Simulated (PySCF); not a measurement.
# Atomic charges by several schemes

C6H9P.
Geometry (GFN2-xTB, Å), atoms numbered from 1 in this order:
```
atom  x, y, z in Å
P1     3.4663    0.9941   -1.1197
C2     2.1616    0.6830   -0.3384
C3     0.9284    0.3830    0.3404
C4    -0.2715    1.1844   -0.2255
C5    -1.4386    0.1889   -0.3320
C6    -0.9888   -1.0480    0.4472
C7     0.5127   -1.0920    0.1952
H8     1.0454    0.6108    1.4073
H9    -0.0223    1.5979   -1.2032
H10   -0.5129    2.0179    0.4336
H11   -2.3646    0.6060    0.0618
H12   -1.6087   -0.0785   -1.3758
H13   -1.4947   -1.9543    0.1174
H14   -1.1814   -0.9143    1.5135
H15    0.7140   -1.4314   -0.8227
H16    1.0475   -1.7385    0.8895
```

Density: PBE0/pcSseg-1 (PySCF); schemes: Mulliken, IAO, Hirshfeld and ESP-fitted. Geometry: GFN2-xTB, one conformer, isolated molecule.

Atoms with like bonding are taken together and averaged. For which atoms does the sign change between the 4 schemes (beyond +0.03 e in one, beyond −0.03 e in another)?

C3 and H8. Atomic charges aren't observables, and each scheme defines them in its own way.

At which atom do the 4 schemes differ most?

At C3: from -0.329 (Mulliken) to +0.681 e (ESP-fitted), 1.010 e apart.

Do the Mulliken, IAO, Hirshfeld and ESP-fitted schemes agree on where the charge is highest?

The schemes don't all agree: Mulliken H8 (+0.156); IAO P1 (+0.172); Hirshfeld H8 (+0.052); ESP-fitted C3 (+0.681).

What partial charge does each atom carry?

In e; atoms taken as equivalent share a row and are averaged (×n: the atom named and its like, n in all):

```json
{"atom": "P1", "environment": "phosphorus bonded to C", "Mulliken": "+0.134", "IAO": "+0.172", "Hirshfeld": "-0.007", "ESP-fitted": "+0.076"}
{"atom": "C2", "environment": "triply bonded carbon", "Mulliken": "-0.223", "IAO": "-0.284", "Hirshfeld": "-0.079", "ESP-fitted": "-0.555"}
{"atom": "C3", "environment": "sp3 CH carbon", "Mulliken": "-0.329", "IAO": "-0.133", "Hirshfeld": "-0.021", "ESP-fitted": "+0.681"}
{"atom": "C4/C7", "environment": "ring CH2 carbon", "Mulliken": "-0.142", "IAO": "-0.254", "Hirshfeld": "-0.063", "ESP-fitted": "-0.204"}
{"atom": "C5/C6", "environment": "ring CH2 carbon", "Mulliken": "-0.228", "IAO": "-0.262", "Hirshfeld": "-0.067", "ESP-fitted": "-0.093"}
{"atom": "H8", "environment": "methine hydrogen", "Mulliken": "+0.156", "IAO": "+0.160", "Hirshfeld": "+0.052", "ESP-fitted": "-0.041"}
{"atom": "H9/H15", "environment": "methylene hydrogen", "Mulliken": "+0.128", "IAO": "+0.143", "Hirshfeld": "+0.037", "ESP-fitted": "+0.085"}
{"atom": "H10/H16", "environment": "methylene hydrogen", "Mulliken": "+0.130", "IAO": "+0.142", "Hirshfeld": "+0.042", "ESP-fitted": "+0.041"}
{"atom": "H11/H14", "environment": "methylene hydrogen", "Mulliken": "+0.118", "IAO": "+0.135", "Hirshfeld": "+0.039", "ESP-fitted": "+0.041"}
{"atom": "H12/H13", "environment": "methylene hydrogen", "Mulliken": "+0.124", "IAO": "+0.138", "Hirshfeld": "+0.041", "ESP-fitted": "+0.050"}
```

Mean size of the charges over all atoms: IAO 0.181 e, Mulliken 0.161 e, ESP-fitted 0.149 e, Hirshfeld 0.046 e. Each set sums to the total charge, 0, to within 0.001 e. The Hirshfeld scheme divides the density at each point in proportion to the densities of the neutral, spherically averaged free atoms. The Mulliken scheme counts on each atom the diagonal of the density matrix times the overlap matrix over that atom's basis functions.

How many electrons does the IAO scheme count on C7?

Its own charge is -0.248 e, so Z − q = 6.248.

Sum the charges by element, for elements with more than one atom.

```json
{"element": "C", "atoms": "6", "Mulliken": "-1.292", "IAO": "-1.450", "Hirshfeld": "-0.361", "ESP-fitted": "-0.470"}
{"element": "H", "atoms": "9", "Mulliken": "+1.158", "IAO": "+1.277", "Hirshfeld": "+0.368", "ESP-fitted": "+0.393"}
```

How closely do the schemes follow one another over all atoms?

Correlation coefficient and root-mean-square difference: IAO with Hirshfeld 0.96, 0.143 e; Mulliken with IAO 0.94, 0.067 e; Mulliken with Hirshfeld 0.88, 0.130 e; Hirshfeld with ESP-fitted 0.44, 0.221 e; IAO with ESP-fitted 0.40, 0.238 e; Mulliken with ESP-fitted 0.09, 0.281 e.
